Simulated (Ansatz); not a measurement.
`BC1(C)CC1`, relaxed with RKS PBE-D4/def2-SVP in Ansatz from a rough embedded geometry. The force threshold is 0.03 eV/Å; the program also tests the step.

Charge 0, multiplicity 1.

Start:

```xyz
14

B    -0.087    0.479   -1.627
C    -0.092    0.060   -0.146
C    -1.326    0.346    0.656
C     0.649   -1.136    0.277
C     1.246    0.181    0.609
H    -0.678    1.427   -2.071
H     0.580   -0.108   -2.449
H    -1.555    1.496    0.685
H    -1.291    0.027    1.712
H    -2.244   -0.163    0.221
H     1.227   -1.712   -0.584
H     0.264   -1.745    1.117
H     2.148    0.454   -0.054
H     1.157    0.393    1.656
```

Q: How much energy does the relaxation release, and in how many steps? (An estimate is asked.)

A: Ansatz gave: 13.00 kcal/mol, in 19 steps, 4 of them rejected.

Q: Which bonds change most? (An estimate is asked.)

A: Computed: C4–H11 from 1.186 to 1.102 Å; C3–H8 from 1.172 to 1.109 Å; C5–H13 from 1.152 to 1.103 Å; C2–C5 from 1.541 to 1.580 Å.

Q: Give the relaxed structure. (Estimate.)

A: The calculation gave: 
```xyz
14

B     0.058    0.550   -1.536
C    -0.257   -0.111   -0.195
C    -1.428    0.301    0.675
C     0.628   -1.237    0.272
C     1.188    0.151    0.389
H    -0.443    1.627   -1.810
H     0.869    0.050   -2.297
H    -1.662    1.378    0.559
H    -1.245    0.098    1.752
H    -2.336   -0.268    0.385
H     1.080   -1.901   -0.483
H     0.335   -1.741    1.207
H     2.019    0.435   -0.279
H     1.195    0.669    1.361
```
